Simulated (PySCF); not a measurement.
TiF4, SMILES [F][Ti]([F])([F])[F], multiplicity 1. The structure is a stationary point at B3LYP-D3(BJ)/def2-SVP. The spin state was assumed, not searched. The isomer is the one that the SMILES or the coordinates give; other isomers of the formula were not compared.

Computed with PySCF with B3LYP-D3(BJ)/def2-SVP.

Harmonic wavenumbers (cm⁻¹): 196, 196, 223, 223, 223, 740, 836, 836, 836. Rotational constants (GHz): 3.315, 3.315, 3.315; symmetry number 12.

Task: Work out the zero-point energy and the ideal-gas rigid-rotor harmonic-oscillator thermochemistry at 298.15 K and 1 atm.

Result: ZPE = ½ Σ hcν = ½ × 4308 cm⁻¹ = 25.77 kJ/mol. H − E(el) = 43.60 kJ/mol. Entropy in J/(mol K): translation 168.85, rotation 90.55, vibration 45.80, total 305.21. G − E(el) = -47.40 kJ/mol. Cp = 81.98 J/(mol K).
